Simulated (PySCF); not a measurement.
## Two-component Hartree-Fock for Ne (neon, neutral)

Start: [Ne]. Calculated with PySCF 2.14 in x2c-TZVPall-2c: generalised Hartree-Fock with the X2C-1e Hamiltonian and a Gaussian nucleus; one run each with spin-orbit coupling (SO) switched off, then screened by Boettger's factors.

```csv
spinor shell,electrons,"ε, spin-free (eV)","ε, screened SO (eV)",weight of nominal j (screened SO),"rms radius, screened SO (bohr)"
1s1/2,2,-892.82,-892.82,1.000,0.183
2s1/2,2,-52.626,-52.626,1.000,0.982
2p1/2,2,-23.088,-23.171,1.000,1.10
2p3/2,4,-23.088,-23.046,1.000,1.11
```

```csv
quantity,spin-free,screened SO
E (hartree),-128.67891,-128.67892
M_J,0,0
⟨J²⟩,0.000,0.000
⟨L²⟩,0.000,0.000
⟨S²⟩,0.000,0.000
```

Without spin-orbit coupling the j labels of p, d and f shells carry no meaning; the spin-free column gives the mean over the occupied spinors of each nl shell.
